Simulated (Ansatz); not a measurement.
Isolated molecules relaxed with PBE0-D4/def2-TZVP in Ansatz; ΔE leaves out vibrations. CBS: MP2 limit from def2 TZ/QZ plus the TZ coupled-cluster correction, frozen cores. Functionals use def2-TZVPP. B3LYP here is the variant with VWN-RPA as its local correlation; programs differ in this. For Ge outer-core shells are correlated without core-valence functions, which leaves a few kJ/mol of doubt a bond. Scalar relativity is left out up to krypton. One conformer a species, not always the lowest.

Consider the formal exchange of groups at a C–Ge bond: `C=[C](F)[GeH3]` + `O[SiH3]` → `C=C(F)[SiH2]O` + GeH₄.

```
   level  ΔE (kJ/mol)
  PBE-D4        -22.0
B3LYP-D4        -22.0
```

(1) What does CCSD(T)/CBS give? (An estimate is asked.)

Largest T1 diagnostic among the species: 0.012.

Results:

(1) Ansatz gave: -17.6 kJ/mol. The listed levels differ from it by -4.4, -4.4 kJ/mol.

CCSD(T)/CBS has its own doubt, a few kJ/mol and more with outer-core shells, so smaller differences from it don't rank the levels.
